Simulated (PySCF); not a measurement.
Deuteron quadrupole couplings in `C#Cc1ccccc1CCC`

Species: C11H12.
SMILES with atom numbers: `[CH:1]#[C:2][c:3]1[cH:4][cH:5][cH:6][cH:7][c:8]1[CH2:9][CH2:10][CH3:11]` (hydrogens: H12 on C1; H13 on C4; H14 on C5; H15 on C6; H16 on C7; H17, H18 on C9; H19, H20 on C10; H21, H22, H23 on C11)

Geometry (GFN2-xTB, Å), atoms numbered from 1 in this order:
```
atom  x, y, z in Å
C1    -1.4058    2.9237    0.7692
C2    -1.3489    1.7527    0.5095
C3    -1.3079    0.3680    0.2110
C4    -2.3052   -0.4636    0.7187
C5    -2.2946   -1.8160    0.4380
C6    -1.2921   -2.3459   -0.3575
C7    -0.3010   -1.5217   -0.8626
C8    -0.2874   -0.1623   -0.5895
C9     0.8131    0.7181   -1.1040
C10    1.8321    1.0443   -0.0033
C11    2.5404   -0.2013    0.5137
H12   -1.4494    3.9474    0.9950
H13   -3.0835   -0.0354    1.3340
H14   -3.0686   -2.4559    0.8358
H15   -1.2799   -3.4022   -0.5829
H16    0.4786   -1.9413   -1.4831
H17    0.3880    1.6546   -1.4734
H18    1.3254    0.2200   -1.9300
H19    1.3163    1.5415    0.8204
H20    2.5703    1.7417   -0.4054
H21    1.8242   -0.8988    0.9428
H22    3.0673   -0.7048   -0.2945
H23    3.2639    0.0641    1.2813
```

Level: PBE0/pcSseg-1 (PySCF, non-relativistic); Q(2H) = 0.00286 b; rigid geometry, the same for H and D, with no vibrational averaging.

Question: Rank these positions by the coupling χzz of a deuteron there, largest first.
A. H19 (methylene hydrogen)
B. H12 (alkyne hydrogen)
C. H22 (methyl hydrogen)
D. H16 (aromatic hydrogen)

Answer: B (267 kHz), D (218 kHz), C (212 kHz), A (202 kHz).

Question: Tabulate Vzz, the asymmetry η and χzz = 234.96 MHz × Q × Vzz for every hydrogen position.

Answer: 
```
atom  bonded to  bond length (Å)  Vzz (au)     η  χzz (kHz)
 H12         C1            1.049    0.3967  0.01        267
 H13         C4            1.081    0.3230  0.06        217
 H14         C5            1.080    0.3271  0.06        220
 H15         C6            1.080    0.3268  0.06        220
 H16         C7            1.081    0.3246  0.07        218
 H17         C9            1.093    0.2996  0.03        201
 H18         C9            1.092    0.3028  0.03        203
 H19        C10            1.092    0.2999  0.02        202
 H20        C10            1.092    0.3049  0.02        205
 H21        C11            1.088    0.3115  0.02        209
 H22        C11            1.088    0.3152  0.02        212
 H23        C11            1.088    0.3168  0.01        213
```

Question: How does χzz go with the bond length over the 12 C–H bonds?

Answer: A straight-line fit has a slope of -14.5 kHz for each 0.01 Å, with a correlation coefficient of -0.99, over lengths from 1.049 to 1.093 Å. The longer bonds have the smaller couplings here.

Question: A static deuteron (I = 1) shows a doublet split by (3/2)χ, (3/4)χ(1 + η) and (3/4)χ(1 − η) with the field along z, y and x of the gradient. What are these for H15?

Answer: With |χ| = 219.6 kHz and η = 0.059: 329, 174 and 155 kHz, to first order and without motion.

The structure is a single GFN2-xTB conformer in the gas phase; no vibrational or solvent corrections. GFN2-xTB bond lengths can be off by several hundredths of an ångström, more for odd bonds, and the gradients follow them. The small basis limits the accuracy of the gradients.
